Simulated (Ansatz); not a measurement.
Coupled-cluster run, `O[Si](O)(O)[S]` radical.

```yaml
crystal:
  periodic: [false, false, false]
  atoms:
    - {symbol: O, position_ang: [-1.510777, 0.245455, 0.593074]}
    - {symbol: Si, position_ang: [0.028534, 0.176427, 0.070892]}
    - {symbol: O, position_ang: [0.887597, -1.122533, 0.567718]}
    - {symbol: O, position_ang: [-0.052119, 0.098059, -1.554112]}
    - {symbol: S, position_ang: [1.020300, 1.860716, 0.887995]}
    - {symbol: H, position_ang: [-2.184822, -0.023743, -0.034816]}
    - {symbol: H, position_ang: [1.047145, -1.208840, 1.509443]}
    - {symbol: H, position_ang: [0.764161, -0.025542, -2.040193]}
basis:
  gaussian: {orbitals: def2-TZVPP}
magnetization: {spin_polarized: true, initial_magnetization: 1}
correlation: {method: ccsd_t}
scf: {omitted_lower_state_checks: [cluster_reference]}
```

```sh
$ ansatz run in.yaml --threads 2 --pin off --events-out ev --progress --plain --max-ram 32768MiB --backend cuda --devices 0, --max-vram 18GiB
```

Output of Ansatz, abridged:

```
Functional definition: HF
1333 factors; integrals over basis functions are off by at most 1.3e-3 eV
mean field evaluation 1: about -24841.7754 eV, gradient 3.9e1 eV
mean field evaluation 2: about -24841.7804 eV, gradient 3.9e1 eV
mean field evaluation 4: about -24847.0322 eV, gradient 2.6e0 eV
mean field evaluation 8: about -24847.0932 eV, gradient 8.7e-2 eV
mean field evaluation 32: about -24846.9215 eV, gradient 7.2e-1 eV
mean field -24847.09325961 eV, -913.1138353261 hartree, gradient 2.8e-6 eV, S^2 0.762516; 4 other end points of the search recorded, 0 dependent functions left out
13 core orbitals not correlated: weight in the atoms' cores, before any rotation towards them, 1.000 or more for the frozen orbitals, at most 0.000 for the correlated occupied ones
reference -24847.09325961 eV, -913.1138353261 hartree; 16, 15 occupied and 190, 191 virtual orbitals, 1333 factors
second order -26.44648590 eV of doubles, -0.00000000 eV of singles
cycle   1  -26.53382597 eV  change   -8.7e-2 eV  update   1.0e-1
cycle   2  -27.09852574 eV  change   -5.6e-1 eV  update   3.0e-2
cycle   3  -27.23106809 eV  change   -1.3e-1 eV  update   1.7e-2
cycle   4  -27.22294604 eV  change    8.1e-3 eV  update   4.6e-3
cycle   5  -27.22042412 eV  change    2.5e-3 eV  update   3.2e-3
cycle   6  -27.22190717 eV  change   -1.5e-3 eV  update   1.6e-3
cycle   7  -27.22179532 eV  change    1.1e-4 eV  update   1.0e-3
cycle   8  -27.22183595 eV  change   -4.1e-5 eV  update   6.1e-4
cycle   9  -27.22202386 eV  change   -1.9e-4 eV  update   5.4e-4
cycle  10  -27.22173595 eV  change    2.9e-4 eV  update   5.0e-4
cycle  11  -27.22194770 eV  change   -2.1e-4 eV  update   4.6e-4
cycle  12  -27.22195691 eV  change   -9.2e-6 eV  update   4.1e-4
cycle  13  -27.22211433 eV  change   -1.6e-4 eV  update   3.8e-4
cycle  14  -27.22235501 eV  change   -2.4e-4 eV  update   3.3e-4
cycle  15  -27.22220305 eV  change    1.5e-4 eV  update   2.2e-4
cycle  16  -27.22214382 eV  change    5.9e-5 eV  update   1.1e-4
cycle  17  -27.22218272 eV  change   -3.9e-5 eV  update   5.1e-5
cycle  18  -27.22218836 eV  change   -5.6e-6 eV  update   2.1e-5
perturbative correction -1.01034814 eV, -0.0371296095 hartree
Total energy: -24875.32579612 eV, -914.1513619059 hartree
Checks for a lower state left out: cluster_reference
```

Run time 10 s (2 threads of an AMD EPYC 7R13 on a shared host and a share of an NVIDIA H100 80 GB); peak host memory 0.78 GiB.

Correlation energy per correlated electron: -0.911 eV. T1 diagnostic: 0.0137.
